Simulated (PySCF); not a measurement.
## Working out the ionisation energy of Br

Br [Ar] 3d10 4s2 4p5 (2P) → Br⁺ [Ar] 3d10 4s2 4p4 (3P). All numbers are calculated (PySCF 2.14, scalar relativity by spin-free X2C-1e, in aug-cc-pVQZ-DK (8s7p5d3f2g, 93 functions)). Frozen: [Ar] 3d10. Energies in hartree (1 hartree = 27.21139 eV):

```csv
part,Br (lower),Br⁺ (upper)
UHF,-2604.419047,-2604.025335
MP2 opposite-spin,-0.118217,-0.090297
MP2 same-spin,-0.032017,-0.024577
```

What does Hartree-Fock give?

(-2604.025335) − (-2604.419047) = 0.393712 hartree = 10.713 eV.

What do MP2 and SCS-MP2 (6/5 opposite-spin, 1/3 same-spin) give?

The opposite-spin parts differ by 0.760 eV and the same-spin parts by 0.202 eV. MP2: 10.713 + (0.760) + (0.202) = 11.675 eV. SCS-MP2: 10.713 + 1.2 × (0.760) + (0.202)/3 = 11.692 eV.

Measured between the centres of the two terms (NIST): 11.844 eV, so MP2 (valence) is off by -0.169 eV.

What remains against the reference includes basis incompleteness, the frozen core and correlation beyond second order.
